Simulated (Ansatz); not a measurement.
Isomers of Sn2O2⁻ (doublet), relaxed with r2SCAN-D4/def2-SVPD; total energies from Ansatz at PBE0-D4/def2-TZVPD.

```json
{"isomer": "A", "description": "point group C2v; 4 × O–Sn 2.09 Å", "energy (Eh)": "-579.09201"}
{"isomer": "B", "description": "point group D2h; 4 × O–Sn 2.06 Å", "energy (Eh)": "-579.10273"}
```

In the def2 sets Sn takes a core potential; there is no spin–orbit coupling.

A: The highest occupied level of the charge -1 doublet lies above zero (up to 0.40 eV). It is a level of α spin, whose loss leaves a singlet; that state wasn't run at this geometry and level. The electron is either unbound and held by the finite basis, or the level is raised by self-interaction error. B: The highest occupied level of the charge -1 doublet lies above zero (up to 0.70 eV). By energy differences its removal costs 0.85 eV (vertical, to the charge 0 singlet, at PBE0-D4/def2-TZVPD); a positive level beside a positive removal energy at the same level points to self-interaction error.

The isomers come from a short search, and lower ones may exist.

Problem. Work out the relative energies (1 Eh = 2625.5 kJ/mol) and the Boltzmann populations at 298 K from electronic energies alone (R = 8.314 J/mol/K).

Solution. ΔE: A 28.1, B 0.0 kJ/mol. RT = 2.48 kJ/mol. Factors exp(−ΔE/RT): A 1.2e-05, B 1; sum 1.000. Populations: A 0.0 %, B 100.0 %. Zero-point energy, vibrational entropy and symmetry numbers are left out and can shift these; an error of 4 kJ/mol changes a ratio by a factor of 5.0. Over the other density-functional and correlated levels in def2 sets, the gap between B and A ranges from 27 to 35 kJ/mol.
